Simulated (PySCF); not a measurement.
Compound: C8H6.
InChI=1S/C8H6/c1-4-7-8(5-2)6-3/h2-4H,1H3

Linear response at CAM-B3LYP/def2-SVPD (PySCF, frozen core in the response, non-relativistic). Isolated species at its PBE0-D3(BJ)/def2-SVP geometry, gas phase.

Static isotropic polarisability: 102.30 au (15.16 Å³), principal values 61.9, 103.2, 141.8 au.

(1) What is the polarisability at 1064 nm and at the sodium D line?

(2) What is the isotropic C6 coefficient between two such molecules, C6 = (3/π)∫α(iω)² dω?

(3) Which effective excitation energy ω̄ makes London's formula C6 = (3/4)α²ω̄ exact here?

(4) How anisotropic is the static polarisability, by Δα² = ½[(α1 − α2)² + (α2 − α3)² + (α3 − α1)²]?

(5) The lowest 6 singlets have (eV, f): 4.99, 0.000; 5.25, 0.397; 5.35, 0.000; 5.69, 0.000; 5.75, 0.000; 5.94, 0.000. What share of the static polarisability do they carry in the sum over states α = Σ f/ω²?

(6) What molar refraction at the D line follows from R = (4π/3)·N_A·α′, with α′ the polarisability volume?

Answers

(1) 103.93 au at 1064 nm (+1.6 %), 108.02 au at 589.3 nm (+5.6 %). The rise at 589.3 nm is 3.50 times that at 1064 nm; a pure ω² law gives 3.26. The lowest singlet lies at 248 nm, shorter than both wavelengths.

(2) 3404 au (Eh·bohr⁶) by a ten-point quadrature over imaginary frequencies, which is 2030 eV·Å⁶ or 196 J·nm⁶/mol.

(3) ω̄ = 4·C6/(3α²) = 0.434 Eh = 11.8 eV. A one-pole form α(ω) = α/(1 − ω²/ω̄²) fitted to the 1064 nm value gives 9.3 eV.

(4) Δα = 69.2 au, or 0.68 of the isotropic value.

(5) 10.68 au, 10.4 % of α; the largest term, 10.68 au, is that of the state at 5.25 eV. Their oscillator strengths add up to 0.40. Higher states carry the rest.

(6) α′ = 16.01 Å³ gives R = 40.38 cm³/mol, for isolated, non-vibrating species.
